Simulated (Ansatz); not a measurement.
Species: CH6O4Sn, SMILES `C[O][Sn]([OH])([OH])[OH]` (charge 0, multiplicity 1).

Task: Give a relaxed geometry from PBE0-D4/def2-SVP run with Ansatz (a quantum-chemistry and plane-wave program).

Result: Several could match; the one computed here: the end point of this relaxation, one of several conformers (outside a Z-matrix the atoms follow the SMILES, hydrogens last).
Bonded distances (Å): C1–O2 1.406, C1–H7 1.106, C1–H8 1.102, C1–H9 1.105, O2–Sn3 1.966, Sn3–O4 1.965, Sn3–O5 1.964, Sn3–O6 1.967, O4–H10 0.965, O5–H11 0.966, O6–H12 0.965. Angles (°): O2–C1–H7 112.3, O2–C1–H8 108.1, O2–C1–H9 112.9, H7–C1–H8 107.6, H7–C1–H9 108.0, H8–C1–H9 107.8, C1–O2–Sn3 121.2, O2–Sn3–O4 106.7, O2–Sn3–O5 105.1, O2–Sn3–O6 116.4, O4–Sn3–O5 115.9, O4–Sn3–O6 105.8, O5–Sn3–O6 107.5, Sn3–O4–H10 111.1, Sn3–O5–H11 110.9, Sn3–O6–H12 111.4.
